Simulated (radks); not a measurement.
Values are calculated unless marked as measured or tabulated.
The calcium ion Ca10+, [Ne]. Code: a radial shooting solver on a logarithmic mesh with Libxc functionals. Model: non-relativistic Kohn-Sham, LDA (Slater exchange, Perdew-Wang correlation), spin-polarised, spherical densities, point nucleus. Every spin shell is full or empty, so the densities are truly spherical. Functionals are evaluated on that one density, not self-consistently. Rank these orbital-free kinetic functionals by their error against the exact value of the orbitals, and give that value: Thomas-Fermi, TF + vW, TF + vW/5, LC94, APBEK, revAPBEK, Perdew 92, Thakkar, Pearson, LKT, PG1, DePristo-Kress, Ernzerhof.

Answer. Exact: 638.163 hartree. From best to worst, with 100 (|E| - |E exact|)/|E exact| (equal figures are ties): Perdew 92 -0.12, Thakkar +0.26, LC94 +0.51, DePristo-Kress +0.53, APBEK +0.60, Ernzerhof +0.67, revAPBEK +0.96, Pearson -1.20, TF + vW/5 +5.22, Thomas-Fermi -6.83, PG1 +25.31, LKT +30.98, TF + vW +53.45.
